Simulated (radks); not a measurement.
Results of a calculation; reference values are marked as such.
The boron ion B+ inside a hard spherical wall (all orbitals vanish at R), configuration held at [He] 2s2 and not refilled when levels cross. Code: a radial shooting solver on a logarithmic mesh with Libxc functionals. Model: scalar-relativistic Kohn-Sham, PBE, spin-polarised, spherical densities, point nucleus. Eigenvalues in eV for spin up, with the zero of energy where the potential of the charges vanishes at infinity; a dash marks a level that is unbound or too diffuse for the functional's potential to be trusted. A positive occupied level is held by the wall or, in an anion where self-interaction has pushed it up, behind a barrier. The pressure on the wall is -dE/dV.

| R (bohr) | E (hartree) | kinetic (hartree) | e(1s) | e(2s) | e(2p, empty) | e(3s, empty) | pressure (GPa) |
|---|---|---|---|---|---|---|---|
| free | -24.30114 | 24.236 | -193.63 | -19.511 | -13.364 | - | 0 |
| 20 | -24.30114 | 24.236 | -193.63 | -19.511 | -13.364 | - | < 0.0001 |
| 12 | -24.30114 | 24.236 | -193.63 | -19.511 | -13.364 | - | < 0.0001 |
| 10 | -24.30114 | 24.236 | -193.63 | -19.511 | -13.364 | -4.184 | < 0.0001 |
| 5 | -24.29513 | 24.288 | -193.27 | -19.260 | -13.012 | 3.351 | 1.10 |
| 3.5 | -24.19881 | 24.788 | -190.52 | -16.818 | -10.232 | 24.951 | 35.9 |
| 2 | -22.58690 | 29.457 | -174.40 | 10.925 | 13.343 | 153.32 | 2030 |
